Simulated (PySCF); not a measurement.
Al(H)2(Cl)(NH3), H₅AlClN, singlet, CAM-B3LYP/def2-SVP optimised geometry.

```
8

Al    -0.33     0.14     0.00
H     -1.15     1.50     0.00
H      1.26     0.14     0.00
Cl    -1.26    -1.50     1.05
N     -0.72    -0.55    -1.90
H     -0.29    -1.47    -2.03
H     -0.37     0.07    -2.63
H     -1.73    -0.66    -2.03
```

Density from CAM-B3LYP/def2-TZVP (PySCF) at that geometry.

Minimum of the electron density along straight lines between bonded atoms, close to the bond critical point (lines longer than 1.1 times the sum of covalent radii, or with two minima, are not listed):

| bond | length / Å | ρ at the minimum / e bohr⁻³ | ∇²ρ there / e bohr⁻⁵ | position (fraction from the first atom) |
|---|---|---|---|---|
| Al1–H2 | 1.588 | 0.082 | 0.20 | 0.50 |
| Al1–H3 | 1.588 | 0.082 | 0.20 | 0.50 |
| Al1–Cl4 | 2.151 | ___ | 0.26 | 0.38 |
| Al1–N5 | 2.053 | ___ | ___ | 0.40 |
| N5–H6 | 1.023 | 0.329 | -1.66 | 0.74 |
| N5–H7 | 1.023 | 0.329 | -1.63 | 0.74 |
| N5–H8 | 1.023 | 0.329 | -1.66 | 0.74 |

### Question
Some entries are withheld; supply them.

### Answer

- Al1–Cl4, ρ at the minimum / e bohr⁻³: 0.066
- Al1–N5, ρ at the minimum / e bohr⁻³: 0.053
- Al1–N5, ∇²ρ there / e bohr⁻⁵: 0.24
